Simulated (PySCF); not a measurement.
# SMILES [C@H]1(C(F)(F)F)C[P@H]1=[Se], C3H4F3PSe

Geometry:
```json
{"atom": "F1", "x (Å)": "1.308", "y (Å)": "-2.041", "z (Å)": "0.564"}
{"atom": "C2", "x (Å)": "1.251", "y (Å)": "-0.752", "z (Å)": "0.176"}
{"atom": "F3", "x (Å)": "2.291", "y (Å)": "-0.563", "z (Å)": "-0.646"}
{"atom": "F4", "x (Å)": "1.474", "y (Å)": "-0.020", "z (Å)": "1.272"}
{"atom": "C5", "x (Å)": "-0.051", "y (Å)": "-0.418", "z (Å)": "-0.480"}
{"atom": "C6", "x (Å)": "-1.233", "y (Å)": "-0.122", "z (Å)": "0.460"}
{"atom": "P7", "x (Å)": "-0.608", "y (Å)": "1.342", "z (Å)": "-0.438"}
{"atom": "Se8", "x (Å)": "0.397", "y (Å)": "3.006", "z (Å)": "0.271"}
{"atom": "H9", "x (Å)": "-0.238", "y (Å)": "-1.052", "z (Å)": "-1.340"}
{"atom": "H10", "x (Å)": "-2.180", "y (Å)": "-0.574", "z (Å)": "0.197"}
{"atom": "H11", "x (Å)": "-1.011", "y (Å)": "-0.172", "z (Å)": "1.520"}
{"atom": "H12", "x (Å)": "-1.398", "y (Å)": "1.365", "z (Å)": "-1.584"}
```

Method used: TDDFT CAM-B3LYP/def2-SVPD circular dichroism and optical rotation, one conformer, gas phase (PySCF 2.14.0). Geometry: GFN2-xTB.

The calculation is non-relativistic, which matters for the atoms heavier than Zn.

Stereocentres: C5 S, P7 R.

Problem. What is the specific rotation at 633, 589.3, 546, 436, 405, 365, 355 nm?

Solution. [α] in deg dm⁻¹ (g/mL)⁻¹:
| λ (nm) | origin-invariant length gauge | modified velocity gauge | length gauge (centre of mass) | isotropic polarisability (au) |
| --- | --- | --- | --- | --- |
| 633 | -75.8 | -70.0 | -76.4 | 94.7 |
| 589.3 | -90.5 | -83.6 | -91.2 | 95.3 |
| 546 | -110.1 | -101.8 | -111.0 | 96.0 |
| 436 | -210.3 | -195.4 | -212.2 | 99.0 |
| 405 | -269.9 | -251.3 | -272.4 | 100.4 |
| 365 | -406.8 | -380.4 | -410.5 | 103.2 |
| 355 | -462.0 | -432.6 | -466.2 | 104.2 |

Problem. And for the mirror image at 589.3 nm?

Solution. +90.5 deg dm⁻¹ (g/mL)⁻¹ (origin-invariant length gauge): the same size and the opposite sign.

Problem. What is the molar rotation [Φ] = [α]·M/100 of the geometry above at 589.3 nm?

Solution. With M = 207.00 g/mol, -187.3 deg cm² dmol⁻¹ (origin-invariant length gauge).

The first excitation lies at 4.30 eV (288 nm) with R = -0.7 × 10⁻⁴⁰ esu² cm² (velocity form).
